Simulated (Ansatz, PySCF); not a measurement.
Process, species as SMILES: F[SiH2][SiH](F)F + 3 [SiH4] (SiH4) → 3 F[SiH3] + [SiH3][SiH3]
Each molecule is optimised on its own at B3LYP-D3(BJ)/def2-TZVP (Ansatz, a first-principles code), one conformer each, not searched for the lowest. Frequencies are from Ansatz or PySCF.
Geometry of the first species:
```xyz
8

F     -1.8125    -1.5016     0.5221
Si    -1.4275    -0.0227     0.0132
Si     0.9017     0.0560    -0.3318
F      1.2524     1.4963    -0.9345
F      1.6590    -0.0713     1.0694
H     -1.8508     0.9539     1.0401
H     -2.1489     0.2302    -1.2541
H      1.4702    -0.9610    -1.2376
```
Charge 0, spin multiplicity 1.

Property: bond separation energy (0 K, with B3LYP-D3(BJ) harmonic zero-point energies), in kcal/mol. Correlated levels leave the core frozen unless marked. Spin-orbit coupling is left out. No relativistic terms. Basis-set limits of correlation are two-point, X^-3; Hartree-Fock from the larger set. The bracket is a focal-point correction in the basis named.

| level | program | bond separation energy (kcal/mol) | minus last row |
|---|---|---|---|
| HF/6-31G* | Ansatz | 3.5 | 1.9 |
| PBE/def2-TZVPD | Ansatz | 2.9 | 1.3 |
| BLYP-D4/def2-TZVPD | Ansatz + dftd4 | 3.7 | 2.1 |
| r2SCAN-D4/def2-TZVPD | Ansatz + dftd4 | 2.6 | 1.0 |
| B97M-V/def2-TZVPD | Ansatz | 2.6 | 1.0 |
| B3LYP-D3(BJ)/def2-TZVPD | Ansatz + dftd3 | 2.4 | 0.8 |
| PBE0/def2-TZVPD | Ansatz | 2.1 | 0.5 |
| BHLYP/def2-TZVPD | Ansatz | 1.7 | 0.1 |
| LC-wPBE-D4/def2-TZVPD | Ansatz + dftd4 | 2.7 | 1.1 |
| RPA@PBE/cc-pV(T+d)Z | Ansatz | 1.9 | 0.3 |
| RI-MP2/CBS(cc-pV(T+d)Z,cc-pV(Q+d)Z) | Ansatz | 0.7 | -0.9 |
| SCS-MP2/STO-3G | Ansatz | 3.1 | 1.5 |
| CCSD/STO-3G | Ansatz | 3.1 | 1.5 |
| CCSD/cc-pV(D+d)Z | Ansatz | 2.8 | 1.2 |
| RI-MP2/CBS(cc-pV(T+d)Z,cc-pV(Q+d)Z)+[CCSD(T)-MP2]/cc-pV(T+d)Z | Ansatz | 1.6 | 0.0 |
